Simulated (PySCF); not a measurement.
**Potential energy of SrCa along the bond**

Set-up: basis Sr x2c-TZVPall, Ca x2c-TZVPall; spin-free X2C with a Gaussian nucleus; PySCF 2.14. Energies in eV from Sr + Ca in their ground configurations at the same level. All curves are PBE0. state 1: ¹Σ⁺ (singlet), closed shell; state 2: Ms = 0 determinant of mixed spin (⟨S²⟩ near 1.1), unpaired electrons σ ↓, π ↑, a second solution, started from another occupation; state 3: triplet, unpaired electrons σ ↑, π ↑, a second solution, started from another occupation; state 4: ³Σ⁺ (triplet), unpaired electrons σ ↑↑, a second solution, started from another occupation.

```json
{"R (Å)": "3.842", "state 1": "-0.0717", "state 2": "0.5788", "state 3": "0.5943", "state 4": "0.7788"}
{"R (Å)": "4.020", "state 1": "-0.1418", "state 2": "0.6599", "state 3": "0.6660", "state 4": "0.7519"}
{"R (Å)": "4.199", "state 1": "-0.1771", "state 2": "0.7631", "state 3": "0.7594", "state 4": "0.7643"}
{"R (Å)": "4.333", "state 1": "-0.1878", "state 2": "0.8492", "state 3": "0.8378", "state 4": "0.7921"}
{"R (Å)": "4.467", "state 1": "-0.1892", "state 2": "0.9394", "state 3": "0.9201", "state 4": "0.8311"}
{"R (Å)": "4.601", "state 1": "-0.1840", "state 2": "1.0313", "state 3": "1.0040", "state 4": "0.8781"}
{"R (Å)": "4.780", "state 1": "-0.1706", "state 2": "1.1535", "state 3": "1.1152", "state 4": "0.9488"}
{"R (Å)": "5.003", "state 1": "-0.1483", "state 2": "1.3017", "state 3": "1.2481", "state 4": "1.0439"}
{"R (Å)": "5.271", "state 1": "-0.1196", "state 2": "1.4679", "state 3": "1.3738", "state 4": "1.1603"}
{"R (Å)": "5.628", "state 1": "-0.0847", "state 2": "1.6617", "state 3": "1.4843", "state 4": "1.3088"}
```

Put a parabola through the three lowest points of the state 1 curve and estimate Re, k and ωe (reduced mass 27.47 u; 1 eV/Å² = 0.16022 mdyn/Å; ωe = 1302.8·√(k/μ) cm⁻¹).

Through R = 4.333, 4.467, 4.601 Å the second-order coefficient is 0.184 eV/Å², so Re ≈ 4.428 Å, k ≈ 0.0589 mdyn/Å and ωe ≈ 60 cm⁻¹. A polynomial fit of higher order to the unrounded PBE0 energies gives Re = 4.422 Å, k = 0.0657 mdyn/Å, ωe = 63.7 cm⁻¹; anharmonicity and rounding make the difference.

The higher-order fit for each curve: state 1: Re = 4.422 Å, ωe = 63.7 cm⁻¹, De = 0.190 eV; state 4: Re = 4.044 Å, ωe = 108 cm⁻¹, minimum 0.75 eV above the ground-state fragments. State 2 gave no clean fit. State 3 gave no clean fit.

Closed-shell solutions of metal pairs were not tested for spin polarisation, which can lower them a little. The bond is weak. Basis-set superposition, not corrected here, can be much of De in a small basis, most of all at correlated wavefunction levels. Functionals without a dispersion term scatter widely for such bonds, and LDA overbinds them.
